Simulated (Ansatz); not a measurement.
Start from `[F][Nb](=[S])([Cl])[Cl]` and change one atom or group to get `[OH][Nb]([F])(=[S])[Cl]`.

Ansatz, PBE0-D4/def2-TZVP geometries, multiplicity 1. Each molecule was computed in one conformer, which needn't be the lowest.

Elements past krypton have def2 core potentials.

```tsv
property	`[F][Nb](=[S])([Cl])[Cl]`
HOMO–LUMO gap (PBE0/def2-TZVPP) / eV	5.26
HOMO energy (PBE/def2-TZVPP) / eV	-7.29
HOMO energy (PBE0/def2-TZVPP) / eV	-8.49
LUMO energy (PBE/def2-TZVPP) / eV	-3.92
size of the dipole moment (ωB97M-V/def2-TZVPP) / D	0.70
LUMO energy (B3LYP/def2-TZVPP) / eV	-3.40
```

Q: Give the same properties after the change, and the shifts. (Best estimate.)

A: Computed: 
| property | `[OH][Nb]([F])(=[S])[Cl]` | shift |
| --- | --- | --- |
| HOMO–LUMO gap (PBE0/def2-TZVPP) / eV | 5.59 | 0.33 |
| HOMO energy (PBE/def2-TZVPP) / eV | -7.00 | 0.29 |
| HOMO energy (PBE0/def2-TZVPP) / eV | -8.21 | 0.28 |
| LUMO energy (PBE/def2-TZVPP) / eV | -3.33 | 0.59 |
| size of the dipole moment (ωB97M-V/def2-TZVPP) / D | 2.36 | 1.66 |
| LUMO energy (B3LYP/def2-TZVPP) / eV | -2.80 | 0.60 |

With PBE0 the HOMO rises by 0.28 eV and the LUMO rises by 0.61 eV, so the gap widens by about 0.33 eV. PBE moves the HOMO by 0.29 eV and ωB97M-V by 0.26 eV. The zero-point energy changes by 31.4 kJ/mol with +3 modes. Dipoles are sizes alone; their direction can turn.

B3LYP here is the variant with VWN-RPA as its local correlation; programs differ in this.
